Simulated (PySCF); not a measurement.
H₅NOSi (SMILES N[SiH2]O), singlet, geometry from GFN2-xTB. Base run: PySCF with PBE0/6-31G.

PySCF was given this input:
```python
from pyscf import gto, scf, dft, solvent

mol = gto.Mole()
mol.atom = '''
    Si   -0.35641724   -0.32217992   -0.00798743
    N     1.31618950   -0.68889657    0.11856350
    O    -0.58164230    1.29621129   -0.09941521
    H    -0.99155770   -0.83851028    1.20163265
    H    -0.83248238   -0.95406434   -1.23569474
    H     1.90578186   -0.49953421   -0.67575280
    H     1.79894188   -0.42192447    0.96123286
    H    -1.45103042    1.67713785   -0.17421673
'''
mol.basis = '6-31g'
mol.verbose = 4
mol.build()

mf = dft.RKS(mol)
mf.xc = 'pbe0'
mf.kernel()
```

Base: dipole (D) 0.90; HOMO-LUMO gap (eV) 8.62.

A changed run: ΔE vs base (kJ/mol) -35.1; dipole (D) 1.06; HOMO-LUMO gap (eV) 8.91.

Question: Name the change that produced these shifts.
A) model = IEF-PCM; solvent = n-hexane; r_probe = 0.5
B) model = IEF-PCM; solvent = n-hexane; vdw_scale = 1.4
C) model = IEF-PCM; solvent = n-hexane; lebedev_order = 11
D) model = IEF-PCM; solvent = n-hexane; vdw_scale = 1.1
E) model = IEF-PCM; solvent = 2-propanol

Answer: E, model = IEF-PCM; solvent = 2-propanol

The base is the gas phase, so ΔE is the electrostatic part of solvation at a fixed geometry, without cavity and dispersion terms.
